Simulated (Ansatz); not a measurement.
Cartesian coordinates (Å):
SMILES: [Al]([Cl])([F])[Cl]
```xyz
4

F     -0.0165     1.7358    -0.0112
Al    -0.0017     0.0977    -0.0014
Cl     1.8063    -0.8962     0.0056
Cl    -1.7915    -0.9287     0.0037
```
Charge 0, spin multiplicity 1.

The numbers are results of frozen-core CCSD(T)/cc-pVTZ // ωB97X-D3(BJ)/def2-TZVP (Ansatz, an electronic-structure program), not measurements.

```json
{
 "HF energy": "-1260.67780 Ha",
 "MP2 correlation energy": "-0.69198 Ha"
}
```

### Question
Estimate the CCSD correlation energy, the (T) correction, the total energy and the T1 diagnostic.

### Answer

```yaml
CCSD correlation energy: -0.72233 Ha
"(T) correction": -0.02608 Ha
CCSD(T) total energy: -1261.42621 Ha
T1 diagnostic: 0.010
```
